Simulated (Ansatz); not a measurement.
CHO2 (SMILES O=[C]O) moved off its minimum; all values from Ansatz (a first-principles code), cores frozen in correlated methods. Open shells are unrestricted.
(charge 0, multiplicity 2)
```xyz
4

O      0.9029    -0.8047    -0.0166
C      0.4277     0.1884     0.0913
O     -1.0813     0.4746     0.0277
H     -1.4386    -0.1936    -0.4451
```

Forces at HF/def2-TZVPP (eV/Å):

| atom | Fx | Fy | Fz |
|---|---|---|---|
| O1 | 2.027 | -3.411 | -0.448 |
| C2 | -5.496 | 3.703 | 0.262 |
| O3 | 4.805 | 2.659 | 2.107 |
| H4 | -1.335 | -2.950 | -1.920 |

Question: Give the forces (eV/Å), the total energy and the dipole at CCSD(T)/cc-pVTZ.

Answer: 
```csv
atom,Fx,Fy,Fz
O1,3.579,-6.705,-0.835
C2,-6.183,6.773,0.657
O3,4.280,3.835,2.712
H4,-1.675,-3.903,-2.534
```
Energy -188.8015 hartree, dipole 1.10 D.
